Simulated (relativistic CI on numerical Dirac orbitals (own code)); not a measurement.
Computed by Dirac-Coulomb-Breit CI, KLI orbitals optimised for each configuration, a model potential for QED, unscaled Slater integrals (own radial code, finite nucleus).

Configuration list (outside the closed core 1s2): 2s², 2s2p, 2p², 2p3s, 2p3p, 2s3s, 2s3p, 2s3d, 2s4s, 2s4p, 2s4d, 2s4f, 2s5s, 3s², 2s5p, 2s5d, 2s5f, 2s5g, 3s3p, 3p². Levels of other configurations are missing.

At this charge energies of transitions that change n are usually good to better than 1 %, and those within a shell (Δn = 0) to a few per cent.

Outline of the computed level scheme of Ho LXIV. Lowest level of each configuration: 2s² ¹S0 at 0.0 eV; 2s2p ³P°0 at 145.4 eV; 2p² ³P0 at 414.7 eV; 2s3s ³S1 at 8748.7 eV; 2s3p ³P°0 at 8818.2 eV; 2p3s ³P°0 at 8931.1 eV; 2p3p ³D1 at 8972.9 eV; 2s3d ³D1 at 9128.2 eV; 2s4s ³S1 at 11748.6 eV.

Some strong electric-dipole decays among the lowest 36 levels: 2s3d ³D3 → 2s2p ³P°2 (1.1e+15 s⁻¹); 2s3d ³D2 → 2s2p ³P°1 (1.1e+15 s⁻¹); 2s3d ¹D2 → 2s2p ¹P°1 (9.6e+14 s⁻¹); 2s3d ³D1 → 2s2p ³P°0 (6.6e+14 s⁻¹); 2p3p ³P0 → 2s2p ³P°1 (4.9e+14 s⁻¹); 2s3p ¹P°1 → 2s² ¹S0 (4.5e+14 s⁻¹); 2p3p ³P1 → 2s2p ³P°2 (3.7e+14 s⁻¹); 2p3p ¹S0 → 2s2p ¹P°1 (3.6e+14 s⁻¹).

LS names give the leading component of a level, which can be under half, so a name can repeat, a term be missing and a line seem to break the LS rules.
